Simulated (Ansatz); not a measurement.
Consider the redistribution: `BCBC` + `S[SiH2]S` → `CB[SiH2]S` + `BCS`.

Computed with Ansatz on PBE0-D4/def2-TZVP structures; ΔE is electronic, products minus reactants. CBS: MP2 limit from def2 TZ/QZ plus the TZ coupled-cluster correction, frozen cores. DFT in def2-TZVPP. One conformer a species, not always the lowest.

(1) Is it downhill or uphill in electronic energy at CCSD(T)/CBS, and by how much? (An estimate is asked.)

(2) What do these levels give: revPBE-D4, BLYP-D4, r2SCAN0-D4, CAM-B3LYP-D4, B2PLYP, BLYP, r2SCANh, r2SCAN0, CCSD(T)/def2-SVP, HF/def2-TZVPP, CCSD/def2-TZVPP, CCSD(T)/def2-TZVPP? (An estimate is asked.)

Largest T1 diagnostic among the species: 0.011.

## Answers

(1) Computed: Uphill: ΔE = +37.4 kcal/mol.

(2) The calculation gave: revPBE-D4 35.6, BLYP-D4 35.8, r2SCAN0-D4 38.3, CAM-B3LYP-D4 36.7, B2PLYP 37.5, BLYP 35.7, r2SCANh 38.2, r2SCAN0 38.3, CCSD(T)/def2-SVP 36.7, HF/def2-TZVPP 36.6, CCSD/def2-TZVPP 36.8, CCSD(T)/def2-TZVPP 37.0 kcal/mol.

Leaving LDA and LC-ωPBE aside and taking each functional with its dispersion term where it has one, the values spread over 2.7 kcal/mol, from revPBE-D4 to r2SCAN0-D4. LDA lies +1.0 kcal/mol from PBE without D4. From BLYP to BHLYP (50 % exact exchange), in def2-TZVPP and without D4, ΔE moves by +1.5 kcal/mol.
